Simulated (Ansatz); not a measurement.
Conformers of H4NO3V, SMILES `[NH]=[V]([OH])([OH])[OH]`, each relaxed with PBE0-D4/def2-TZVP in Ansatz. CBS adds the triple-zeta coupled-cluster correction to the MP2 limit.

Outer-core shells of V are correlated without core-valence functions. Scalar relativity is left out up to krypton.

Not all of them had a frequency check.

Conformer A:

```xyz
9

N    -0.972    1.281    0.414
V    -0.037    0.022    0.083
O    -0.981   -1.443    0.463
O     1.418    0.171    1.104
O     0.437   -0.006   -1.621
H    -1.564    2.027    0.751
H    -0.600   -2.276    0.165
H     2.140   -0.433    0.895
H     0.160    0.658   -2.255
```

Conformer B:

Cartesian coordinates in Å:
```
N 0.029 -1.486 0.205
V 0.004 0.100 -0.041
O 1.207 0.904 0.977
O 0.389 0.330 -1.768
O -1.593 0.761 0.334
H 0.065 -2.493 0.275
H 1.840 0.423 1.513
H 0.405 1.252 -2.048
H -2.346 0.209 0.553
```

**Question.** Which is lowest in electronic energy at CCSD(T)/CBS (frozen core, def2 sets), and by how much? (Best estimate.)

**Answer.** Computed: B; A lies 17.1 kJ/mol higher.

**Question.** Give the energies relative to B (kJ/mol) with r2SCAN-D4/def2-TZVPP, B3LYP-D4/def2-TZVPP, ωB97X-V/def2-TZVPP, PBE/def2-TZVPP, SCS-MP2/def2-TZVPP, HF/def2-QZVPP, MP2/CBS(def2). (Best estimate.)

**Answer.** The calculation gave: 
| level | A |
| --- | --- |
| r2SCAN-D4/def2-TZVPP | 16.5 |
| B3LYP-D4/def2-TZVPP | 16.0 |
| ωB97X-V/def2-TZVPP | 16.3 |
| PBE/def2-TZVPP | 16.2 |
| SCS-MP2/def2-TZVPP | 14.7 |
| HF/def2-QZVPP | 14.4 |
| MP2/CBS(def2) | 16.3 |

B3LYP here is the variant with VWN-RPA as its local correlation; programs differ in this.
